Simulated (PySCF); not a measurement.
Partial charges of `FC(Cl)(Cl)C(F)(Cl)Cl`

C2Cl4F2.
Z-matrix (Å and degrees, PBE0-D3(BJ)/def2-SVP geometry), rows numbered from 1:
```
F 
C   1  1.3336
Cl  2  1.7651  1  108.71
Cl  2  1.7578  1  109.47  3   121.12
C   2  1.5663  1  107.30  3  -118.22
F   5  1.3332  2  107.30  1    60.57
Cl  5  1.7649  2  109.41  1   -57.20
Cl  5  1.7582  2  111.15  1  -179.86
```

Density: PBE0/pcSseg-1 (PySCF); schemes: Mulliken, IAO, Hirshfeld and ESP-fitted. Geometry: PBE0-D3(BJ)/def2-SVP, one conformer, isolated molecule.

Question: What partial charge does each atom carry?

Answer: In e:

| atom | environment | Mulliken | IAO | Hirshfeld | ESP-fitted |
| --- | --- | --- | --- | --- | --- |
| F1 | alkyl fluorine | -0.214 | -0.241 | -0.067 | +0.114 |
| C2 | CCl2 carbon | +0.137 | +0.263 | +0.122 | -0.388 |
| Cl3 | chlorine on a fluorinated carbon | +0.040 | -0.011 | -0.029 | +0.140 |
| Cl4 | chlorine on a fluorinated carbon | +0.037 | -0.010 | -0.027 | +0.136 |
| C5 | CCl2 carbon | +0.137 | +0.263 | +0.122 | -0.399 |
| F6 | alkyl fluorine | -0.214 | -0.241 | -0.067 | +0.117 |
| Cl7 | chlorine on a fluorinated carbon | +0.040 | -0.011 | -0.029 | +0.142 |
| Cl8 | chlorine on a fluorinated carbon | +0.037 | -0.011 | -0.027 | +0.138 |

Mean size of the charges over all atoms: ESP-fitted 0.197 e, IAO 0.132 e, Mulliken 0.107 e, Hirshfeld 0.061 e. Each set sums to the total charge, 0, to within 0.001 e. The Hirshfeld scheme weights the molecular density at each point by an atom's share of the summed free-atom densities. The Mulliken scheme counts on each atom the diagonal of the density matrix times the overlap matrix over that atom's basis functions.

Lowest charge. The schemes don't all agree: Mulliken F1 and F6 (-0.214); IAO F1 and F6 (-0.241); Hirshfeld F1 and F6 (-0.067); ESP-fitted C5 (-0.399).

Highest charge. The schemes don't all agree: Mulliken C2 and C5 (+0.137); IAO C2 and C5 (+0.263); Hirshfeld C2 and C5 (+0.122); ESP-fitted Cl7 (+0.142).

Question: How many electrons does the Mulliken scheme count on F6?

Answer: Z − q = 9 − (-0.214) = 9.214.

Question: Sum the charges by element.

Answer: 
| element | atoms | Mulliken | IAO | Hirshfeld | ESP-fitted |
| --- | --- | --- | --- | --- | --- |
| F | 2 | -0.429 | -0.483 | -0.134 | +0.230 |
| C | 2 | +0.275 | +0.526 | +0.245 | -0.787 |
| Cl | 4 | +0.154 | -0.043 | -0.111 | +0.557 |
